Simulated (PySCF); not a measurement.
C6H12NP.
Numbering: `[CH3:1][P:2]([NH2:3])[C:4]1=[CH:5][CH2:6][CH2:7][CH2:8]1`

Probes without a nucleus sit at each ring's centroid and 1 Å off its mean plane on both sides; NICS is minus the shielding there, NICSzz its component along the normal. Level: GIAO PBE0/pcSseg-1 (PySCF, non-relativistic, gas phase) on the GFN2-xTB geometry, one conformer.

Ring bond lengths (Å), with Mayer bond orders in brackets: C4–C5 1.328 (1.82), C5–C6 1.499 (1.03), C6–C7 1.538 (1.03), C7–C8 1.537 (1.03), C8–C4 1.507 (1.01).

Task: What do the NICS probes read (ppm)?

Result: 
```csv
ring,type,NICS(0),"NICS(1), two faces","NICS(1)zz, two faces",rms pucker (Å),"centre to ring atoms, mean (Å)"
C4–C5–C6–C7–C8,"5-membered carbocycle; formal bonds 1 double, 4 single",-1.7,-3.6 / -2.4,-3.1 / -1.4,0.09,1.25
```

Task: What do they say, and how far can they be read as aromaticity?

Result: 
- C4–C5–C6–C7–C8: mean NICS(1)zz -2.3 ppm, near zero. C6, C7, C8 have four or more neighbours, so the value isn't read as a sign of a π ring current.

Task: What is the mean of the two in-plane components of NICS at the second NICS(1) probe listed for ring C4–C5–C6–C7–C8, 1 Å off the ring?

Result: The isotropic value is a third of the trace: (3 × -2.4 − (-1.4))/2 = -2.9 ppm.
